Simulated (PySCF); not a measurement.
PySCF input (BP86/def2-SVP):

```python
from pyscf import gto, dft

mol = gto.M(
    atom='''
    C     1.93268500    0.37568400   -0.26798100
    N     0.60727100    0.82963300    0.00873100
    B    -0.44403800   -0.03601400    0.06813800
    O    -0.42921500   -1.45718000   -0.11989700
    O    -1.78034100    0.42726500    0.34785400
    H     2.65036700    0.62382100    0.54220500
    H     2.03549100   -0.71764800   -0.42763400
    H     2.36893500    0.84787700   -1.17338700
    H    -1.33015700   -1.77462100   -0.01356000
    H    -1.67500900    1.37842600    0.45479600
    ''',
    basis='def2-svp',
    charge=-1,
    spin=0,
    verbose=4,
)

mf = dft.RKS(mol, xc='bp86')
mf.grids.level = 3
mf.conv_tol = 1e-9
mf.max_cycle = 100
mf.max_memory = 1500
mf.kernel()
if not mf.converged:
    mf = mf.newton()
    mf.kernel(mf.make_rdm1())
mf.dip_moment()
```

Output:

```
PySCF version 2.14.0

[INPUT] verbose = 4
[INPUT] num. atoms = 10
[INPUT] num. electrons = 40
[INPUT] charge = -1
[INPUT] spin (= nelec alpha-beta = 2S) = 0
[INPUT] symmetry False subgroup None
[INPUT] Mole.unit = angstrom
[INPUT] Symbol           X                Y                Z      unit          X                Y                Z       unit  Magmom
[INPUT]  1 C      1.932685000000   0.375684000000  -0.267981000000 AA    3.652245335055   0.709939869381  -0.506410696587 Bohr   0.0
[INPUT]  2 N      0.607271000000   0.829633000000   0.008731000000 AA    1.147575873391   1.567779153901   0.016499198794 Bohr   0.0
[INPUT]  3 B     -0.444038000000  -0.036014000000   0.068138000000 AA   -0.839110208900  -0.068056596650   0.128762158676 Bohr   0.0
[INPUT]  4 O     -0.429215000000  -1.457180000000  -0.119897000000 AA   -0.811098798555  -2.753671114194  -0.226572493157 Bohr   0.0
[INPUT]  5 O     -1.780341000000   0.427265000000   0.347854000000 AA   -3.364356898334   0.807413832612   0.657348791334 Bohr   0.0
[INPUT]  6 H      2.650367000000   0.623821000000   0.542205000000 AA    5.008467759585   1.178850840752   1.024618953370 Bohr   0.0
[INPUT]  7 H      2.035491000000  -0.717648000000  -0.427634000000 AA    3.846520519017  -1.356158173842  -0.808111141552 Bohr   0.0
[INPUT]  8 H      2.368935000000   0.847877000000  -1.173387000000 AA    4.476638356897   1.602255317318  -2.217380068125 Bohr   0.0
[INPUT]  9 H     -1.330157000000  -1.774621000000  -0.013560000000 AA   -2.513632432673  -3.353547664902  -0.025624686249 Bohr   0.0
[INPUT] 10 H     -1.675009000000   1.378426000000   0.454796000000 AA   -3.165308266182   2.604847622980   0.859439882548 Bohr   0.0

nuclear repulsion = 162.740312721437
number of shells = 45
number of NR pGTOs = 155
number of NR cGTOs = 95
basis = def2-svp
ecp = {}

******** <class 'pyscf.dft.rks.RKS'> ********
method = RKS
initial guess = minao
damping factor = 0
level_shift factor = 0
DIIS = <class 'pyscf.scf.diis.CDIIS'>
diis_start_cycle = 1
diis_space = 8
diis_damp = 0
SCF conv_tol = 1e-09
SCF conv_tol_grad = None
SCF max_cycles = 100
direct_scf = True
direct_scf_tol = 1e-13
XC library pyscf.dft.libxc version 7.1.2
    S. Lehtola, C. Steigemann, M. J. T. Oliveira, and M. A. L. Marques,  SoftwareX 7, 1–5 (2018)
XC functionals = bp86
    A. D. Becke,  Phys. Rev. A 38, 3098 (1988)
    J. P. Perdew,  Phys. Rev. B 33, 8822 (1986)
    J. P. Perdew,  Phys. Rev. B 34, 7406–7406 (1986)
radial grids:
    Treutler-Ahlrichs [JCP 102, 346 (1995); DOI:10.1063/1.469408] (M4) radial grids

becke partition: Becke, JCP 88, 2547 (1988); DOI:10.1063/1.454033
pruning grids: <function nwchem_prune>
grids dens level: 3
symmetrized grids: False
atomic radii adjust function: <function treutler_atomic_radii_adjust>
small_rho_cutoff = 0
Set gradient conv threshold to 3.16228e-05
Initial guess from minao.
tot grids = 119272
init E= -271.323290513762
  HOMO = -0.290736068618204  LUMO = -0.0179812943116551  gap/eV = 7.42204
cycle= 1 E= -270.77335741426  delta_E= 0.55  |g|= 1.17  |ddm|=  3.3
  HOMO = 0.243340951949753  LUMO = 0.267768592912213  gap/eV = 0.66471
cycle= 2 E= -270.06078939857  delta_E= 0.713  |g|= 2.12  |ddm|= 5.08
  HOMO = 0.0466269113273552  LUMO = 0.219112382640114  gap/eV = 4.69357
cycle= 3 E= -271.055985329047  delta_E= -0.995  |g|= 0.254  |ddm|= 4.25
  HOMO = 0.073683293834701  LUMO = 0.216144321743553  gap/eV = 3.87656
cycle= 4 E= -271.0649352389  delta_E= -0.00895  |g|= 0.162  |ddm|= 0.398
  HOMO = 0.0652980909180627  LUMO = 0.219569678871586  gap/eV = 4.19794
cycle= 5 E= -271.070401270432  delta_E= -0.00547  |g|= 0.0326  |ddm|= 0.153
  HOMO = 0.0671820599491624  LUMO = 0.219262982066482  gap/eV = 4.13833
cycle= 6 E= -271.070649229738  delta_E= -0.000248  |g|= 0.00922  |ddm|= 0.0379
  HOMO = 0.0668223727613824  LUMO = 0.218981187417287  gap/eV = 4.14045
cycle= 7 E= -271.070669398993  delta_E= -2.02e-05  |g|= 0.00174  |ddm|= 0.00896
  HOMO = 0.0666102934002355  LUMO = 0.218860522685701  gap/eV = 4.14294
cycle= 8 E= -271.070669807897  delta_E= -4.09e-07  |g|= 0.00114  |ddm|= 0.00262
  HOMO = 0.0665769501013247  LUMO = 0.218862369848509  gap/eV = 4.14390
cycle= 9 E= -271.070670048799  delta_E= -2.41e-07  |g|= 0.000244  |ddm|= 0.000873
  HOMO = 0.0665861836350885  LUMO = 0.218862118965455  gap/eV = 4.14364
cycle= 10 E= -271.070670061985  delta_E= -1.32e-08  |g|= 6.45e-05  |ddm|= 0.00035
  HOMO = 0.0665776989416327  LUMO = 0.218859618379597  gap/eV = 4.14380
cycle= 11 E= -271.070670063  delta_E= -1.01e-09  |g|= 1.03e-05  |ddm|= 9.94e-05
  HOMO = 0.0665786234520187  LUMO = 0.218859895573773  gap/eV = 4.14378
cycle= 12 E= -271.070670063026  delta_E= -2.61e-11  |g|= 1.33e-06  |ddm|= 1.33e-05
  HOMO = 0.0665789456201162  LUMO = 0.218859936201729  gap/eV = 4.14378
Extra cycle  E= -271.070670063023  delta_E= 3.18e-12  |g|= 2.05e-06  |ddm|= 3.25e-06
converged SCF energy = -271.070670063023

WARN: System has nonzero charge -1; the dipole moment is origin-dependent.
Location of origin: [0. 0. 0.]

Dipole moment(X, Y, Z, Debye): -1.57238, -1.00507,  0.12666
```

The dipole moment of an ion depends on the origin.

The geometry given is a B3LYP-D3(BJ)/def2-TZVP minimum.
